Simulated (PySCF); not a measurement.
3-fluorothiophene (C₄H₃FS), SMILES Fc1ccsc1. Atoms are numbered in the order given.

```xyz
9

F     -0.2359     2.3320     0.0000
C     -0.0572     1.0087     0.0000
C      1.2426     0.4217     0.0000
C      1.1690    -0.9473     0.0000
S     -0.4676    -1.5108     0.0000
C     -1.0874     0.1056     0.0000
H      2.1658     1.0010     0.0000
H      1.9907    -1.6614     0.0000
H     -2.1548     0.3135     0.0000
```
Charge 0, spin multiplicity 1.

Coordinates come from a B3LYP-D3(BJ)/def2-SVP optimisation.

Two levels are set side by side: PBE/pcSseg-1 (PySCF) and PBE0/pcSseg-1 (PySCF). GIAO shifts against CFCl3 (¹⁹F), H2S (³³S), TMS (¹H), TMS (¹³C) at the same level; non-relativistic, no solvent, atoms listed together averaged. Differences are taken from unrounded values.

```csv
quantity,PBE0
δ(¹⁹F) of F1 (ppm),-139.3
δ(¹³C) of C2 (ppm),169.4
δ(¹³C) of C3 (ppm),125.4
δ(¹³C) of C4 (ppm),136.6
δ(³³S) of S5 (ppm),407.5
δ(¹³C) of C6 (ppm),114.9
δ(¹H) of H7 (ppm),7.24
δ(¹H) of H8 (ppm),7.39
δ(¹H) of H9 (ppm),6.96
```

What does PBE give, and how far is it from PBE0? (Estimate from the structure and the level; the computed values follow.)


```json
[
 {"quantity": "δ(¹⁹F) of F1 (ppm)", "PBE": "-152.5", "PBE minus PBE0": "-13.2"},
 {"quantity": "δ(¹³C) of C2 (ppm)", "PBE": "169.0", "PBE minus PBE0": "-0.4"},
 {"quantity": "δ(¹³C) of C3 (ppm)", "PBE": "122.6", "PBE minus PBE0": "-2.8"},
 {"quantity": "δ(¹³C) of C4 (ppm)", "PBE": "131.6", "PBE minus PBE0": "-5.1"},
 {"quantity": "δ(³³S) of S5 (ppm)", "PBE": "418.3", "PBE minus PBE0": "10.9"},
 {"quantity": "δ(¹³C) of C6 (ppm)", "PBE": "110.6", "PBE minus PBE0": "-4.4"},
 {"quantity": "δ(¹H) of H7 (ppm)", "PBE": "7.09", "PBE minus PBE0": "-0.14"},
 {"quantity": "δ(¹H) of H8 (ppm)", "PBE": "7.17", "PBE minus PBE0": "-0.22"},
 {"quantity": "δ(¹H) of H9 (ppm)", "PBE": "6.72", "PBE minus PBE0": "-0.24"}
]
```

Rough cost on one machine, each run with all the roots and properties that it gave: PBE0 against PBE within a factor of 2.
